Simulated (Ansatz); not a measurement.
Saddle search on SiNH6ClO, closed shell by partitioned rational-function steps on PBE0-D4/def2-TZVP gradients (Ansatz 0.2.0), from this start:

```xyz
10
angstrom
Si 0.0017 -0.5901 -0.1963
O 1.1672 0.0361 1.2409
H 0.7361 -1.6541 -0.9255
H -0.7149 -1.3635 0.8953
N -1.3455 0.3215 -0.7121
H 1.6216 0.7828 0.7640
Cl 1.3993 1.0185 -1.2413
H 0.7044 0.3462 2.0323
H -1.2871 1.0179 -1.4447
H -2.2831 0.0849 -0.4124
```

```csv
step,energy less the last (meV),largest force (eV/Å),curvature followed (eV/Å²)
1,11.0,0.286,-0.30
2,-3.5,0.255,-0.12
3,1.8,0.286,-0.14
4,-3.0,0.078,-0.30
5,-2.3,0.238,-0.10
6,-0.8,0.097,-0.25
7,-1.1,0.141,-0.16
8,-1.2,0.029,-0.17
9,-0.9,0.049,-0.08
10,-0.2,0.034,-0.11
11,0.2,0.057,-0.17
12,0.1,0.068,-1.93
13,0.1,0.028,-0.89
14,0.0,0.022,-0.91
15,0.0,0.013,-0.88
16,0.0,0.012,-0.88
17,0.2,0.063,-0.90
18,0.0,0.005,-0.89
```

The search ended at:

```
atom    x (Å)    y (Å)    z (Å)
 Si1  -0.0121  -0.4790  -0.2188
  O2   1.2615  -0.0029   1.2522
  H3   0.6851  -1.6046  -0.8757
  H4  -0.7184  -1.1372   0.9440
  N5  -1.4056   0.2755  -0.8341
  H6   1.7557   0.7764   0.9399
 Cl7   1.3083   1.0528  -1.2272
  H8   0.8471   0.1558   2.1077
  H9  -1.4031   0.9213  -1.6043
 H10  -2.3185   0.0420  -0.4835
```
